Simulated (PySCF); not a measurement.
A structure optimised at PBE-D3(BJ)/def2-SVP, used in a PySCF frequency run:

```xyz
12

C      0.7384     1.8476     0.0000
C     -0.6449     1.2725     0.0000
C     -0.9674    -0.0414     0.0000
Si     0.2586    -1.4703     0.0000
H      0.8985     2.4968     0.8880
H      0.8985     2.4968    -0.8880
H      1.5268     1.0681     0.0000
H     -1.4644     2.0175     0.0000
H     -2.0417    -0.3001     0.0000
H      1.1537    -1.4492     1.2135
H     -0.5015    -2.7684     0.0000
H      1.1537    -1.4492    -1.2135
```
Charge 0, spin multiplicity 1.

Q: Write its SMILES, formula and point group.

A: C/C=C\[SiH3], C₃H₈Si, Cs

Q: What are its rotational constants (standard atomic weights)?

A: 11.910, 3.2485, 2.6755 GHz
